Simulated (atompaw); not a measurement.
# arsenic (As): PAW (atompaw) pseudisation with PBE, scalar-relativistic reference atom.

| Property | Result |
| --- | --- |
| Element | arsenic (As) |
| Generator | atompaw 4.2.0.5 |
| Type | PAW |
| Functional | PBE |
| Relativity | scalar-relativistic |
| Frozen core | [Ne] |
| Valence charge | 23 |
| Reference configuration | 3s2 3p6 3d10 4s2 4p3 |
| Partial waves | 3s (bound): rc 1.10 bohr; 4s (bound): rc 1.25 bohr; 3p (bound): rc 1.05 bohr; 4p (bound): rc 1.25 bohr; 3d (bound): rc 0.95 bohr; 3d channel at 1.25 Ry: rc 1.25 bohr |
| Local potential | troulliermartins scheme with l = 3 at 1 Ry, radius 0.80 bohr |
| Core correction | smooth core density matched at 0.90 bohr |
| Augmentation charge | sinc compensation charge, radius 0.95 bohr; PAW radius 1.25 bohr; waves and projectors: custom polynom2 7 10 vanderbiltortho |

Poles of the logarithmic derivatives, all-electron (AE) and pseudo (PS). s: poles at -13.5 (AE) and -13.6 (PS) Ry. p: poles at -9.2 (AE) and -9.2 (PS) Ry. d: poles at -2.0 (AE) and -2.0 (PS) Ry. Test radius 1.26 bohr.

- Lowest eigenvalue of the overlap operator: 0.62 (s channel)
- Overlap eigenvalues printed by atompaw (projector basis): 1.3, 2.4, 2.43, 410, 1.59e+04, 2.46e+05
- Share of each valence orbital outside the PAW sphere: 3s 1 %, 4s 85 %, 3p 2 %, 4p 94 %, 3d 7 %

A Bessel basis up to 400 Ry misses an occupied level by 1.98 Ry, so cutoffs and ghosts were not judged.
